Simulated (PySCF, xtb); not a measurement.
B(H)2(vinyl) (C₂H₅B), SMILES C(=C)B.

Harmonic wavenumbers (cm⁻¹) from GFN2-xTB (xtb) at its own minimum, in rising order: 131, 369, 458, 826, 830, 930, 939, 1039, 1078, 1208, 1307, 1413, 1638, 2640, 2673, 3020, 3068, 3100.

### Question
What does PySCF with B3LYP-D3(BJ)/def2-TZVP give at its own minimum? (An estimate is asked for; the answer gives what the named calculation found.)

### Answer
211, 374, 551, 847, 941, 1028, 1041, 1059, 1115, 1255, 1327, 1457, 1648, 2578, 2653, 3115, 3124, 3200. Paired by order, the mean absolute difference is 57 cm⁻¹ and the zero-point energies are 38.1 and 39.3 kcal/mol.
